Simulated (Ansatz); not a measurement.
Calculated with Ansatz (gas phase, PBE0-D4/def2-TZVP geometries, no zero-point term in ΔE). CCSD(T)/CBS adds triple-zeta CCSD(T) − MP2 to the extrapolated MP2 energy (def2 sets, frozen cores). Elements past krypton have def2 core potentials. For I, Se, Ti outer-core shells are correlated without core-valence functions, which leaves a few kJ/mol of doubt a bond. Scalar relativity is left out up to krypton. Each species was taken in one conformer, which may not be the lowest.

Reaction (ligand exchange at a Ti–Se bond): `[F][Ti]([F])([F])[SeH]` + HI → `[F][Ti]([F])([F])[I]` + H₂Se

```tsv
species	CCSD(T)/CBS(def2) energy (Eh)
`[F][Ti]([F])([F])[SeH]`	-3549.84726
HI	-298.03592
`[F][Ti]([F])([F])[I]`	-1446.00030
H₂Se	-2401.89790
```

Problem. Work out ΔE.

Solution. ΔE = (-1446.00030) + (-2401.89790) − (-3549.84726) − (-298.03592) = -0.01502 Eh = -0.41 eV.

Largest T1 diagnostic among the species: 0.023, so the coupled-cluster value is less sure than usual.

Leaving LDA and LC-ωPBE aside and taking each functional with its dispersion term where it has one, the values, not all of them listed here, spread over 0.05 eV, from PBE-QIDH to BLYP-D4. At CCSD(T), def2-SVP lies −0.05 eV from the extrapolated value and def2-TZVPP −0.00 eV.
